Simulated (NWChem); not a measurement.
Basis-set convergence for CH3Li

```xyz
5

Li     0.9326    -1.2962     0.0000
C     -0.2238     0.3111     0.0000
H     -0.9002     0.3753     0.8859
H     -0.9002     0.3753    -0.8859
H      0.3453     1.2715     0.0000
```
Charge 0, spin multiplicity 1.

Program: NWChem. Structure: optimised with PBE/def2-SVP, a minimum by its harmonic frequencies.

Quantity: vertical ionisation energy at the level ΔMP2 (Δ: difference of total energies, the cation a doublet at the parent's geometry with its hole in an orbital of symmetry a' (Cs labels); it is the state that the SCF runs reached, from PBE0 orbitals for Hartree-Fock references, and need not be the lowest).

The correlated methods keep 1 core orbital frozen. The Pople sets run with spherical d functions. The structure started from a generated list of species. No SCF solution was tested for a lower state. Open-shell Hartree-Fock references start from PBE0 orbitals; any time given for them includes that run.

Relative cost: rough, from shared machines, SCF included, STO-3G = 1.

```tsv
basis	functions	vertical ionisation energy (eV)	relative cost
STO-3G	13	…	1
3-21G	24	…	under 3
pcseg-1	38	7.19	under 3
def2-SVP	38	…	under 3
6-311G**	54	7.28	under 3
def2-SVPD	56	7.30	under 3
6-311++G**	65	7.32	3
aug-cc-pVDZ	73	7.39	4
aug-cc-pVTZ	161	7.50	50
cc-pVQZ	200	7.53	200
```

Q: Some entries are withheld; supply them.

A: 
- STO-3G, vertical ionisation energy (eV): 5.77
- 3-21G, vertical ionisation energy (eV): 6.78
- def2-SVP, vertical ionisation energy (eV): 7.11
